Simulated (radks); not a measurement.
All-electron atom: Hf XXVII in [Kr] 4d10 (the NIST ground configuration). Calculated with a radial shooting solver on a logarithmic mesh with Libxc functionals: Dirac Kohn-Sham, PBE, spin-unpolarised, spherical densities, point nucleus.

Normalised radial functions P(r) = r R(r) (large component), r in bohr:

| r | 4p3/2 | 4d3/2 | 5p1/2 |
|---|---|---|---|
| 0.00134 | 0.0048 | 0.0001 | 0.0125 |
| 0.001523 | 0.0061 | 0.0001 | 0.0144 |
| 0.001731 | 0.0077 | 0.0002 | 0.0167 |
| 0.001967 | 0.0098 | 0.0002 | 0.0194 |
| 0.002254 | 0.0126 | 0.0003 | 0.0228 |
| 0.002562 | 0.0159 | 0.0004 | 0.0266 |
| 0.002911 | 0.0201 | 0.0005 | 0.0311 |
| 0.003336 | 0.0258 | 0.0007 | 0.0368 |
| 0.003791 | 0.0325 | 0.0010 | 0.0432 |
| 0.004309 | 0.0408 | 0.0013 | 0.0509 |
| 0.004936 | 0.0518 | 0.0019 | 0.0606 |
| 0.00561 | 0.0647 | 0.0026 | 0.0714 |
| 0.006377 | 0.0805 | 0.0035 | 0.0842 |
| 0.007247 | 0.0998 | 0.0049 | 0.0992 |
| 0.008303 | 0.1247 | 0.0069 | 0.1179 |
| 0.009437 | 0.1531 | 0.0095 | 0.1384 |
| 0.01073 | 0.1867 | 0.0130 | 0.1619 |
| 0.01229 | 0.2289 | 0.0183 | 0.1903 |
| 0.01397 | 0.2750 | 0.0250 | 0.2202 |
| 0.01587 | 0.3274 | 0.0342 | 0.2528 |
| 0.01819 | 0.3893 | 0.0475 | 0.2897 |
| 0.02067 | 0.4524 | 0.0644 | 0.3254 |
| 0.02349 | 0.5181 | 0.0866 | 0.3601 |
| 0.0267 | 0.5829 | 0.1157 | 0.3914 |
| 0.03059 | 0.6456 | 0.1560 | 0.4172 |
| 0.03477 | 0.6922 | 0.2044 | 0.4299 |
| 0.03951 | 0.7184 | 0.2648 | 0.4264 |
| 0.04527 | 0.7138 | 0.3434 | 0.3992 |
| 0.05145 | 0.6687 | 0.4314 | 0.3462 |
| 0.05848 | 0.5751 | 0.5320 | 0.2630 |
| 0.067 | 0.4160 | 0.6491 | 0.1405 |
| 0.07614 | 0.2096 | 0.7627 | -0.0034 |
| 0.08654 | -0.0437 | 0.8696 | -0.1658 |
| 0.09836 | -0.3257 | 0.9565 | -0.3312 |
| 0.1127 | -0.6238 | 1.0078 | -0.4852 |
| 0.1281 | -0.8611 | 0.9975 | -0.5818 |
| 0.1456 | -1.0101 | 0.9115 | -0.6035 |
| 0.1668 | -1.0236 | 0.7215 | -0.5210 |
| 0.1895 | -0.8692 | 0.4451 | -0.3365 |
| 0.2154 | -0.5478 | 0.0839 | -0.0628 |
| 0.2468 | -0.0553 | -0.3627 | 0.2807 |
| 0.2805 | 0.4853 | -0.7970 | 0.5869 |
| 0.3188 | 1.0130 | -1.1899 | 0.7997 |
| 0.3624 | 1.4368 | -1.4870 | 0.8496 |
| 0.4151 | 1.6919 | -1.6491 | 0.6786 |
| 0.4718 | 1.7146 | -1.6376 | 0.3153 |
| 0.5363 | 1.5455 | -1.4801 | -0.1785 |
| 0.6144 | 1.2245 | -1.1992 | -0.7249 |
| 0.6983 | 0.8748 | -0.8890 | -1.1325 |
| 0.7936 | 0.5546 | -0.5932 | -1.3425 |
| 0.9093 | 0.2965 | -0.3400 | -1.3149 |
| 1.033 | 0.1417 | -0.1760 | -1.0947 |
| 1.175 | 0.0575 | -0.0785 | -0.7806 |
| 1.335 | 0.0195 | -0.0296 | -0.4745 |
| 1.529 | 0.0049 | -0.0085 | -0.2320 |
| 1.738 | 0.0011 | -0.0021 | -0.0977 |
| 1.976 | 0.0002 | -0.0004 | -0.0335 |
| 2.263 | 0.0000 | -0.0001 | -0.0084 |
| 2.572 | 0.0000 | 0.0000 | -0.0017 |

4p3/2: eigenvalue -1146.1 eV, 2 radial nodes at r = 0.0848, 0.250 bohr, <r> = 0.468 bohr, 90 % of the charge inside 0.671 bohr. 4d3/2: eigenvalue -993.08 eV, 1 radial node at r = 0.221 bohr, <r> = 0.466 bohr, 90 % of the charge inside 0.684 bohr. 5p1/2 (empty): eigenvalue -631.39 eV, 3 radial nodes at r = 0.0759, 0.221, 0.513 bohr, <r> = 0.834 bohr, 90 % of the charge inside 1.16 bohr.
